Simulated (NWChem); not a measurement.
Species: C₂H₂ClFOSi; SMILES O[Si@@](C#C)(Cl)F

Computed with NWChem. B3LYP is NWChem's, with the RPA form of VWN correlation. Each level has its own optimisation; frequencies are unscaled. One conformer.

| level | r C–C (Å) | r C–H (Å) | r C–Si (Å) | r O–Si (Å) | highest harmonic frequency (cm⁻¹) | lowest (cm⁻¹) | zero-point energy (kcal/mol) | dipole (D) |
|---|---|---|---|---|---|---|---|---|
| Hartree-Fock/3-21G | 1.191 | 1.052 | 1.818 | 1.626 | 4020 | 131 | 26.4 | 2.67 |
| B3LYP/3-21G | 1.209 | 1.064 | 1.816 | 1.657 | 3638 | 118 | 24.3 | 2.03 |
| PBE-D3(BJ)/def2-SVP | 1.227 | 1.083 | 1.812 | 1.651 | 3766 | 107 | 23.5 | 1.07 |
